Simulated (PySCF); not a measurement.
## Re⁴¹⁺: ionisation energy

Re⁴¹⁺ [Ar] 3d10 4s2 4p4 [4p1/2^2 4p3/2^2, M_J = 2] → Re⁴²⁺ [Ar] 3d10 4s2 4p3 [4p1/2^2 4p3/2^1, M_J = 3/2], as a difference of total energies. All numbers are calculated (PySCF 2.14, the two-component X2C-1e Hamiltonian, in an even-tempered Gaussian basis (16 s from 5 bohr⁻², ratio 2.8; 13 p from 6.5 bohr⁻², ratio 2.8; 8 d from 12 bohr⁻², ratio 2.8; 4 f from 30 bohr⁻², ratio 3)). Correlated levels: [Ne] frozen; the 72 highest virtual spinors dropped. "Screened" scales the spin-orbit matrix elements by Boettger's factors to mimic the two-electron term; Breit and QED terms are absent.

| method | ionisation energy (eV) |
| --- | --- |
| GHF (spin-free) | 2041.1 |
| GMP2 (spin-free) | 2042.5 |
| GHF (screened spin-orbit) | 2019.2 |
| GMP2 (screened spin-orbit) | 2020.0 |

Breit and QED terms and the two-electron picture change are absent.

The spin-free rows relax to the high-spin LS determinant and lack the spin-orbit shift.

The labels give the starting determinants; with spin-orbit coupling the two ends relaxed to ⟨J²⟩ = 6.00, ⟨L²⟩ = 3.29, ⟨S²⟩ = 1.46 and ⟨J²⟩ = 3.75, ⟨L²⟩ = 2.56, ⟨S²⟩ = 1.56.

For comparison: 2025 ± 4 eV (theoretical estimate listed by NIST; NIST Atomic Spectra Database, ionization energies).
